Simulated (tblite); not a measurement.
Run record: tight-binding relaxation, `CSC1=CC(C2=NC=NC=N2)=C2C=CC=CC=C12`.

Computed with GFN2-xTB geometry optimisation, gas phase (tblite 0.8.0). Start geometry: from a force field or distance geometry. The input is one job of a driver script: a line of settings, then coordinates in Å.

Input:
```
{"job": {"kind": "relax", "xc": "GFN2-xTB", "basis": "xTB"}, "charge": 0, "multiplicity": 1}
C     -3.303300    -2.578300     0.279600
S     -2.673100    -2.093100    -1.350100
C     -1.326500    -1.150400    -0.847800
C     -0.070200    -1.563500    -0.801000
C      0.810000    -0.500000    -0.305900
C      2.260400    -0.691100    -0.128300
N      3.074800     0.372100    -0.206500
C      4.374700     0.098700    -0.061700
N      4.902100    -1.112300     0.136300
C      3.994300    -2.088500     0.190900
N      2.678800    -1.950500     0.058000
C      0.050500     0.606600    -0.069000
C      0.509400     1.842000     0.548900
C     -0.172500     2.973000     0.716900
C     -1.534600     3.291100     0.340400
C     -2.478200     2.471400    -0.139100
C     -2.400000     1.064000    -0.452100
C     -1.330400     0.246300    -0.441500
H     -3.619100    -1.691400     0.857000
H     -2.551600    -3.126100     0.853000
H     -4.187400    -3.214200     0.149200
H      0.284300    -2.558400    -1.038300
H      5.063100     0.938100    -0.111500
H      4.367400    -3.099700     0.343900
H      1.533000     1.846900     0.925400
H      0.331500     3.795700     1.217900
H     -1.802600     4.331000     0.489900
H     -3.447800     2.915500    -0.364500
H     -3.356700     0.652900    -0.778900
```

Output:
```
step      E/eV     max force
  0   -1293.33120    2.908
  1   -1293.65829    1.252
  2   -1293.71584    0.504
  3   -1293.73847    0.440
  4   -1293.75889    0.425
  5   -1293.76837    0.269
  6   -1293.77695    0.190
  7   -1293.78223    0.217
  8   -1293.78683    0.252
  9   -1293.79031    0.180
... (197 lines left out)
207   -1293.97930    0.025
208   -1293.97939    0.018
209   -1293.97947    0.024
210   -1293.97955    0.021
211   -1293.97962    0.014
212   -1293.97967    0.011
213   -1293.97970    0.010
214   -1293.97973    0.011
215   -1293.97976    0.012
216   -1293.97978    0.008
```

«max force» is the largest atomic force in eV/Å.

Problem. From which step on does the largest force stay under 0.1 eV/Å, and how much energy is left to gain from there?

Solution. From step 195 (0.067 eV/Å), 4.3 meV above the end.

In short: energy lowered by 15.0 kcal/mol over 216 steps; largest atomic force 0.008 eV/Å at the end.

Problem. Where do the atoms end?

Solution. 0.879 Å rms from the input after alignment:
```
atom  x, y, z in Å
C1    -2.6769   -3.3930   -0.2351
S2    -3.1664   -1.6491   -0.3210
C3    -1.6129   -0.8487   -0.1803
C4    -0.3604   -1.4277   -0.1108
C5     0.6179   -0.4163   -0.0002
C6     2.0158   -0.7061    0.1043
N7     2.9138    0.2898    0.1905
C8     4.1696   -0.0826    0.2869
N9     4.6151   -1.3295    0.3090
C10    3.6560   -2.2426    0.2195
N11    2.3715   -2.0042    0.1153
C12   -0.0319    0.8392   -0.0033
C13    0.5758    2.0774    0.0829
C14   -0.0188    3.3329    0.0902
C15   -1.3649    3.6658    0.0171
C16   -2.4767    2.8426   -0.0889
C17   -2.5226    1.4557   -0.1516
C18   -1.4747    0.5596   -0.1167
H19   -2.1478   -3.5755    0.6953
H20   -2.0594   -3.6442   -1.0923
H21   -3.5985   -3.9659   -0.2585
H22   -0.1197   -2.4729   -0.1351
H23    4.9108    0.7057    0.3555
H24    3.9656   -3.2814    0.2340
H25    1.6558    2.0472    0.1551
H26    0.6645    4.1696    0.1667
H27   -1.5794    4.7280    0.0479
H28   -3.4344    3.3458   -0.1283
H29   -3.5068    1.0081   -0.2373
```

Hardware: 2 threads, Intel Xeon 6975P-C (x86_64), on a shared host. Cost: 3.7 s wall, 7.3 s CPU.
Labels such as C1 count atoms from 1, the log's own numbers from 0.
